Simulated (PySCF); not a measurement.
**Correlation energy of Cd (cadmium, neutral)**

[Kr] 4d10 5s2, closed-shell 1S. All numbers are calculated (PySCF 2.14, a scalar-relativistic core potential, in aug-cc-pVDZ-PP with ECP28MDF (5s5p4d2f, 54 functions)). Frozen: 4s2 4p6; 12 electrons correlated.

```
  level  correlation energy (mhartree)
   CCSD                        -362.29
    (T)                          -9.32
CCSD(T)                        -371.61
```

Diagnostics: T1 = 0.017, D1 = 0.0538, largest double amplitude 0.055.

Question: Is a single reference adequate?

Answer: Yes, within this model without spin-orbit coupling: T1 lies below 0.03 and no double amplitude reaches 0.07.
